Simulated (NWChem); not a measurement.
## Correlation energy of diselenium (Se₂)

```
Se
Se 1 2.1994
```
Charge 0, spin multiplicity 3.

Everything below was run with NWChem. All single points use one geometry, from UPBE/def2-SVP, a minimum by its harmonic frequencies.

Basis set: 6-31G*. Each correlation energy counts from its own Hartree-Fock reference.

The Hamiltonian is non-relativistic. The correlated methods keep 18 core orbitals frozen. The Pople sets run with spherical d functions. The unpaired electrons of the parent sit in orbitals of symmetry b2g and b3g (D2h labels of the run); other states weren't searched. The stability of the SCF solutions was not checked. Open-shell Hartree-Fock references start from PBE0 orbitals. No row is a measurement; the coupled-cluster row has its own basis-set and correlation limits.

Order these methods by the correlation energy they give, lowest first: UMP2, SCS-UMP2, CCSD on UHF, CCSD[T] on UHF, CCSD on ROHF.

CCSD[T] on UHF (-506.4 mHa), CCSD on ROHF (-502.0 mHa), UMP2 (-498.0 mHa), CCSD on UHF (-493.1 mHa), SCS-UMP2 (-451.6 mHa)
